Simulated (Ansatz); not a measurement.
Consider the cleavage of the Si–Si bond: `CC[SiH2][SiH3]` + H₂Se → `CC[SiH2][SeH]` + SiH₄.

Gas-phase electronic energies from Ansatz, PBE0-D4/def2-TZVP geometries. CCSD(T)/CBS adds triple-zeta CCSD(T) − MP2 to the extrapolated MP2 energy (def2 sets, frozen cores). This one scheme is used for every species. DFT in def2-TZVPP. For Se outer-core shells are correlated without core-valence functions, which leaves a few kJ/mol of doubt a bond. Scalar relativity is left out up to krypton. Each species was taken in one conformer, which may not be the lowest.

Q: Is it downhill or uphill in electronic energy at CCSD(T)/CBS, and by how much? (An estimate is asked.)

A: Ansatz gave: Downhill: ΔE = -68.8 kJ/mol.

Q: What do these levels give: PBE-D4, r2SCAN-D4, ωB97M-V, B2PLYP, PBE, PBE0, HF/def2-TZVPP, MP2/def2-TZVPP, SCS-MP2/def2-TZVPP, CCSD/def2-TZVPP, SCS-MP2/def2-QZVPP, MP2/CBS(def2)? (Estimate.)

A: Computed: PBE-D4 -55.6, r2SCAN-D4 -63.3, ωB97M-V -69.6, B2PLYP -68.6, PBE -55.6, PBE0 -59.9, HF/def2-TZVPP -75.7, MP2/def2-TZVPP -76.2, SCS-MP2/def2-TZVPP -74.6, CCSD/def2-TZVPP -65.9, SCS-MP2/def2-QZVPP -76.2, MP2/CBS(def2) -79.6 kJ/mol.

Largest T1 diagnostic among the species: 0.011.

From PBE to PBE0 (25 % exact exchange), in def2-TZVPP and without D4, ΔE moves by −4.2 kJ/mol.
